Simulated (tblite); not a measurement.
C₆H₈N₂OS.
Geometry (GFN2-xTB, Å), atoms numbered from 1 in this order:
```xyz
18
C6H8N2OS angstrom
C      3.8083   -1.0353    0.9070
S      2.4042   -1.7101   -0.0242
C      1.2783   -0.4486    0.2998
N      1.4730    0.6196    1.0073
N      0.3129    1.3098    0.9802
C     -0.5262    0.6366    0.2640
C     -1.9014    0.9952   -0.0409
C     -2.4792    0.6242   -1.3841
C     -2.9364   -0.0957   -0.1636
O      0.0287   -0.5142   -0.2095
H      4.0671   -0.0640    0.4998
H      3.5276   -0.9406    1.9502
H      4.6260   -1.7378    0.7867
H     -2.1833    1.9374    0.4075
H     -1.8376    0.0989   -2.0749
H     -3.1431    1.3349   -1.8509
H     -3.9214    0.1090    0.2254
H     -2.6062   -1.1130   -0.0180
```

Level: GFN2-xTB in tblite, geometry and Hessian alike; calculated harmonic values, unscaled, isolated species. Against measured fundamentals such values can be off by several per cent, at times by over 20. One conformer, not necessarily the lowest.

Harmonic wavenumbers (cm⁻¹): 49.4, 71.6, 79.8, 104.9, 133.2, 170.1, 234.9, 317.0, 411.3, 412.8, 490.4, 667.3, 669.4, 705.9, 735.0, 802.1, 867.0, 950.0, 954.0, 955.6, 961.3, 968.7, 1011.7, 1041.4, 1072.1, 1072.4, 1083.2, 1137.8, 1151.7, 1175.2, 1230.1, 1273.8, 1315.2, 1358.5, 1423.1, 1426.9, 1430.7, 1471.1, 1476.5, 1580.2, 3050.6, 3057.9, 3069.9, 3086.1, 3095.4, 3096.9, 3102.9, 3121.7.

A = 3436, B = 621.7, C = 550.9 MHz; mass 156.036 u (most abundant isotopes); point group Cs, symmetry number 1.

Q: Zero-point energy?

A: Half the sum of the wavenumbers: 29562 cm⁻¹ = 84.52 kcal/mol.

Q: Entropy at 400 K, 1 bar (ideal gas, RRHO, classical rotation)?

A: Translation 42.53, rotation 30.87, vibration 40.21: S = 113.6 cal/(mol K).

Q: And Cp and H(400 K) − H(0)?

A: Cp = 47.53 cal/(mol K), of which vibrations give 39.58 (their classical limit is 48 R = 95.4); H(400 K) − H(0) = 11.25 kcal/mol without the zero-point energy, 8.07 from vibrations.

Q: Which modes carry the vibrational entropy at 400 K?

A: 49.4 cm⁻¹: 5.42; 71.6 cm⁻¹: 4.69; 79.8 cm⁻¹: 4.47; 104.9 cm⁻¹: 3.94; 133.2 cm⁻¹: 3.47; 170.1 cm⁻¹: 2.99 cal/(mol K); the other 42 give 15.22 together.

Q: What must be added to the electronic energy to get the Gibbs energy at 400 K and 1 bar?

A: ZPE + [H(400 K) − H(0)] − T·S = 84.52 + 11.25 − 45.44 = 50.33 kcal/mol.

Hindered rotation and anharmonicity are outside this model. Other conformers, if any are populated, would add a mixing term that is left out.
